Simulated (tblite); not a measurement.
Compound: C4H10ClFSi2.
Atom-mapped SMILES: `[CH3:1][CH2:2][Si@H:3]([Cl:4])/[C:5]([F:6])=[CH:7]/[SiH3:8]` (hydrogens: H9, H10, H11 on C1; H12, H13 on C2; H14 on Si3; H15 on C7; H16, H17, H18 on Si8)

Structure optimised with GFN2-xTB, isolated species.

Task: Give the optimised bond lengths and angles.

Result: 
```csv
bond,length (Å)
C1–C2,1.526
C2–Si3,1.903
Si3–Cl4,2.022
Si3–C5,1.901
C5–F6,1.366
C5=C7,1.327
C7–Si8,1.889
"C1–H9, C1–H10, C1–H11",1.088
C2–H12,1.091
C2–H13,1.092
Si3–H14,1.464
C7–H15,1.079
"Si8–H16, Si8–H17, Si8–H18",1.464
```

Bonds in one row agree within 0.01 Å and their mean is given. A selection of angles:
```csv
angle,degrees
C1–C2–Si3,112.6
C2–Si3–Cl4,109.3
C2–Si3–C5,109.8
Cl4–Si3–C5,108.3
Si3–C5–F6,112.3
Si3–C5–C7,130.1
F6–C5–C7,117.5
C5–C7–Si8,123.5
```

Dihedral angles: C1–C2–Si3–Cl4 -58° (synclinal); C2–Si3–C5–F6 -168° (antiperiplanar); Si3–C5–C7–Si8 179° (antiperiplanar).

Si3 (chlorine-bound silicon) is tetrahedral (angles from 108.3° to 112.3°). The C–C distances run from 1.327 Å (C5=C7, drawn double) to 1.526 Å (C1–C2, drawn single), a spread of 0.199 Å. Si8 (SiH3 silicon) is tetrahedral (angles from 107.1° to 110.8°). Of the pairs four or more bonds apart, C2···H15 is among the closest relative to their van der Waals radii: 3.01 Å, 104 % of the sum of Bondi's values.

Point group: C1 (no symmetry element, even within 0.4 Å). Its GFN2-xTB frequencies are all real (lowest 18 cm⁻¹). One conformer, not necessarily the lowest.

These are computed values.
